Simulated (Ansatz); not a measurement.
Gas-phase electronic energies from Ansatz, PBE0-D4/def2-TZVP geometries. CCSD(T)/CBS adds triple-zeta CCSD(T) − MP2 to the extrapolated MP2 energy (def2 sets, frozen cores). This one scheme is used for every species. DFT in def2-TZVPP. B3LYP here is the variant with VWN-RPA as its local correlation; programs differ in this. HSE06 is defined as in plane-wave codes. Elements past krypton have def2 core potentials. For Ge, Sn outer-core shells are correlated without core-valence functions, which leaves a few kJ/mol of doubt a bond. Scalar relativity is left out up to krypton. One conformer a species, not always the lowest.

Reaction (formal hydrolysis of the Sn–Ge bond): `C[O][Sn]([F])([F])[GeH3]` + H₂O → `C[O][Sn]([OH])([F])[F]` + GeH₄

`C[O][Sn]([F])([F])[GeH3]`:

Cartesian coordinates in Å:
```
C -2.319 0.493 -0.847
O -0.919 0.311 -0.955
Sn 0.156 -0.131 0.595
F -0.675 -1.671 1.374
F -0.251 1.211 1.901
Ge 2.694 -0.424 0.166
H -2.823 -0.415 -0.499
H -2.696 0.737 -1.842
H -2.573 1.316 -0.170
H 3.338 -0.764 1.511
H 3.216 0.900 -0.393
H 2.853 -1.564 -0.842
```

H₂O:

Cartesian coordinates in Å:
```
O 0.247 -0.234 0.189
H 0.009 -0.264 -0.740
H -0.256 0.498 0.552
```

`C[O][Sn]([OH])([F])[F]`:

```xyz
10

C     1.622   -0.632    0.325
O     0.909   -0.112   -0.788
Sn   -0.860    0.603   -0.574
O    -2.041   -0.624    0.335
F    -0.869    2.239    0.398
F    -1.491    1.037   -2.302
H     2.547   -1.059   -0.066
H     1.880    0.152    1.044
H     1.067   -1.422    0.840
H    -2.765   -0.182    0.788
```

GeH₄:

Z-matrix (Å, degrees):
```
Ge
H 1 1.534
H 1 1.534 2 109.5
H 1 1.534 2 109.5 3 -120.0
H 1 1.534 2 109.5 3 120.0
```

```json
{"level": "LDA (SPW92)", "ΔE (kcal/mol)": "15.3", "difference from CCSD(T)/CBS": "2.5"}
{"level": "PBE-D4", "ΔE (kcal/mol)": "14.5", "difference from CCSD(T)/CBS": "1.7"}
{"level": "revPBE-D4", "ΔE (kcal/mol)": "13.4", "difference from CCSD(T)/CBS": "0.6"}
{"level": "BLYP-D4", "ΔE (kcal/mol)": "13.3", "difference from CCSD(T)/CBS": "0.5"}
{"level": "r2SCAN-D4", "ΔE (kcal/mol)": "12.2", "difference from CCSD(T)/CBS": "-0.6"}
{"level": "B97M-V", "ΔE (kcal/mol)": "8.6", "difference from CCSD(T)/CBS": "-4.2"}
{"level": "PBE0-D4", "ΔE (kcal/mol)": "14.7", "difference from CCSD(T)/CBS": "1.9"}
{"level": "B3LYP-D4", "ΔE (kcal/mol)": "13.7", "difference from CCSD(T)/CBS": "0.9"}
{"level": "r2SCANh-D4", "ΔE (kcal/mol)": "12.7", "difference from CCSD(T)/CBS": "-0.1"}
{"level": "r2SCAN0-D4", "ΔE (kcal/mol)": "13.3", "difference from CCSD(T)/CBS": "0.5"}
{"level": "HSE06-D4", "ΔE (kcal/mol)": "14.7", "difference from CCSD(T)/CBS": "1.9"}
{"level": "BHLYP-D4", "ΔE (kcal/mol)": "13.5", "difference from CCSD(T)/CBS": "0.7"}
{"level": "ωB97M-V", "ΔE (kcal/mol)": "12.6", "difference from CCSD(T)/CBS": "-0.2"}
{"level": "PBE-QIDH", "ΔE (kcal/mol)": "12.8", "difference from CCSD(T)/CBS": "0.0"}
{"level": "PBE", "ΔE (kcal/mol)": "14.0", "difference from CCSD(T)/CBS": "1.2"}
{"level": "revPBE", "ΔE (kcal/mol)": "13.4", "difference from CCSD(T)/CBS": "0.6"}
{"level": "r2SCAN", "ΔE (kcal/mol)": "12.0", "difference from CCSD(T)/CBS": "-0.8"}
{"level": "PBE0", "ΔE (kcal/mol)": "14.1", "difference from CCSD(T)/CBS": "1.3"}
{"level": "B3LYP", "ΔE (kcal/mol)": "12.8", "difference from CCSD(T)/CBS": "0.0"}
{"level": "r2SCANh", "ΔE (kcal/mol)": "12.5", "difference from CCSD(T)/CBS": "-0.3"}
{"level": "r2SCAN0", "ΔE (kcal/mol)": "13.1", "difference from CCSD(T)/CBS": "0.3"}
{"level": "HSE06", "ΔE (kcal/mol)": "14.1", "difference from CCSD(T)/CBS": "1.3"}
{"level": "BHLYP", "ΔE (kcal/mol)": "12.1", "difference from CCSD(T)/CBS": "-0.7"}
{"level": "CAM-B3LYP", "ΔE (kcal/mol)": "11.5", "difference from CCSD(T)/CBS": "-1.3"}
{"level": "LC-ωPBE", "ΔE (kcal/mol)": "11.2", "difference from CCSD(T)/CBS": "-1.6"}
{"level": "HF/def2-SVP", "ΔE (kcal/mol)": "12.7", "difference from CCSD(T)/CBS": "-0.1"}
{"level": "MP2/def2-SVP", "ΔE (kcal/mol)": "9.3", "difference from CCSD(T)/CBS": "-3.5"}
{"level": "CCSD/def2-SVP", "ΔE (kcal/mol)": "10.9", "difference from CCSD(T)/CBS": "-1.9"}
{"level": "CCSD(T)/def2-SVP", "ΔE (kcal/mol)": "10.8", "difference from CCSD(T)/CBS": "-2.0"}
{"level": "HF/def2-TZVPP", "ΔE (kcal/mol)": "8.9", "difference from CCSD(T)/CBS": "-3.9"}
{"level": "MP2/def2-TZVPP", "ΔE (kcal/mol)": "12.1", "difference from CCSD(T)/CBS": "-0.7"}
{"level": "SCS-MP2/def2-TZVPP", "ΔE (kcal/mol)": "10.5", "difference from CCSD(T)/CBS": "-2.3"}
{"level": "CCSD/def2-TZVPP", "ΔE (kcal/mol)": "11.5", "difference from CCSD(T)/CBS": "-1.3"}
{"level": "CCSD(T)/def2-TZVPP", "ΔE (kcal/mol)": "11.2", "difference from CCSD(T)/CBS": "-1.6"}
{"level": "HF/def2-QZVPP", "ΔE (kcal/mol)": "8.6", "difference from CCSD(T)/CBS": "-4.2"}
{"level": "MP2/def2-QZVPP", "ΔE (kcal/mol)": "12.9", "difference from CCSD(T)/CBS": "0.1"}
{"level": "SCS-MP2/def2-QZVPP", "ΔE (kcal/mol)": "11.1", "difference from CCSD(T)/CBS": "-1.7"}
{"level": "HF/CBS(def2)", "ΔE (kcal/mol)": "8.5", "difference from CCSD(T)/CBS": "-4.3"}
{"level": "MP2/CBS(def2)", "ΔE (kcal/mol)": "13.7", "difference from CCSD(T)/CBS": "0.9"}
{"level": "CCSD/CBS(def2)", "ΔE (kcal/mol)": "13.0", "difference from CCSD(T)/CBS": "0.2"}
{"level": "CCSD(T)/CBS", "ΔE (kcal/mol)": "12.8", "difference from CCSD(T)/CBS": "0"}
```

Largest T1 diagnostic among the species: 0.015.

Leaving LDA and LC-ωPBE aside and taking each functional with its dispersion term where it has one, the values spread over 6.1 kcal/mol, from B97M-V to HSE06-D4. LDA lies +1.3 kcal/mol from PBE without D4. At CCSD(T), def2-SVP lies −2.0 kcal/mol from the extrapolated value and def2-TZVPP −1.6 kcal/mol. From r2SCAN to r2SCAN0 (25 % exact exchange), in def2-TZVPP and without D4, ΔE moves by +1.1 kcal/mol.
